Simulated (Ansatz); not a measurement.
The same path of BrH + ClFH4HfN2 (11 atoms, charge 0, multiplicity 1) was run 3 times with different band settings. Lost on the way: Hf1–Cl2, Br10–H11. Made: Hf1–Br10, Cl2–H11.

Computed with RKS PBE/def2-SVP in Ansatz.

Relaxed end points:

```xyz
11
Properties=species:S:1:pos:R:3
Hf 0.097 -0.025 -0.004
Cl 0.170 0.090 2.427
N 1.999 0.093 -0.675
H 2.438 -0.523 -1.369
H 2.707 0.754 -0.333
N -0.811 1.632 -0.742
H -1.826 1.777 -0.659
H -0.408 2.411 -1.272
F -0.650 -1.636 -0.748
Br -3.331 0.003 1.468
H -2.124 0.097 2.281
```

```xyz
11
Properties=species:S:1:pos:R:3
Hf -0.495 -0.177 -0.552
Cl 0.144 1.533 2.359
N 1.492 -0.346 -0.188
H 2.117 -1.055 -0.592
H 2.041 0.263 0.431
N -1.078 1.740 -0.854
H -1.722 2.058 -1.590
H -0.784 2.553 -0.300
F -0.894 -1.170 -2.140
Br -1.855 -1.233 1.400
H -0.704 0.507 2.401
```

Common settings: optimiser quadratic models (default); start path through a guess of the saddle point; force threshold 0.03 eV/Å; iteration limit 60; end points relaxed.

| run | movable images | climbing image | spring |
| --- | --- | --- | --- |
| 1 | 5 | yes | 5.0 eV/Å² |
| 2 | 5 | yes | 50.0 eV/Å² |
| 3 | 8 | no | 5.0 eV/Å² |

**Question.** What does each run give, and how far can it be trusted?

**Answer.** Run 1: converged after 18 iterations, highest image 0.148 eV above the first end. A vibrational analysis at the climbing image gives one clearly imaginary mode, 93i cm⁻¹: a first-order saddle point.
Run 2: converged after 31 iterations, highest image 0.147 eV above the first end. Another band between the same ends (5 images) ends at a top of the same energy, where a vibrational analysis finds 1 clearly imaginary mode.
Run 3: converged after 15 iterations, highest image 0.149 eV above the first end. No image climbed, so the highest image needn't sit at the top of the path.
The orbitals stay closed-shell, which can raise the energy where a bond breaks towards radicals; this wasn't checked here.
